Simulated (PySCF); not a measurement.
## Magnetic susceptibility: SMILES C#C/C=C(\C=O)CO, C6H6O2

Geometry (Å), atoms numbered from 1 in this order:
```xyz
14

C     3.2805   -0.0552    0.0114
C     2.1300   -0.4066   -0.0154
C     0.8082   -0.8751   -0.0291
C    -0.2876   -0.0915   -0.0739
C    -0.1668    1.3662   -0.1021
O    -1.1008    2.1357   -0.1094
C    -1.6858   -0.6632   -0.1068
O    -2.5470   -0.0717    0.8266
H     4.2790    0.2668    0.0365
H     0.7023   -1.9534    0.0004
H     0.8760    1.7318   -0.1161
H    -1.6687   -1.7320    0.1227
H    -2.0812   -0.5364   -1.1303
H    -2.5389    0.8840    0.6633
```

The calculation used GIAO B3LYP/pcSseg-1 magnetisability, rotational g tensor and spin-rotation constants, non-relativistic, gas phase in PySCF. Geometry: GFN2-xTB.

Q: What are the magnetisability and the molar susceptibility?

A: Isotropic -918 × 10⁻³⁰ J/T², or -55.3 × 10⁻⁶ cm³/mol; principal values -1123, -879, -751 × 10⁻³⁰ J/T², anisotropy 327 × 10⁻³⁰ J/T² (root of half the summed squared differences of the principal values). The susceptibility is in cgs units.

Q: Split it along the inertial axes a, b, c into diamagnetic and paramagnetic parts about the centre of mass, with the quadrupole moment.

A: 
```csv
axis,χ (10⁻⁶ cm³/mol),diamagnetic (10⁻⁶ cm³/mol),paramagnetic (10⁻⁶ cm³/mol),summed x² of all electrons (Å²),quadrupole Θ (D Å)
a,-52.3,-378.0,325.7,220.4,+1.98
b,-46.9,-1003.9,957.1,72.9,-0.39
c,-66.6,-1244.4,1177.8,16.2,-1.59
```
Anisotropies 2χaa − χbb − χcc = +8.8 and 2χbb − χaa − χcc = +25.2 × 10⁻⁶ cm³/mol. Θ is traceless in Buckingham's convention.

Q: And the rotational g tensor?

A: 
```tsv
axis	rotational constant (GHz)	g	nuclear part	electronic part
a	4.0997	-0.0625	0.5648	-0.6273
b	1.2630	-0.0217	0.5462	-0.5679
c	1.0034	-0.0076	0.5476	-0.5552
```
Asymmetric top; isotopes 12C, 1H, 16O; no vibrational averaging.
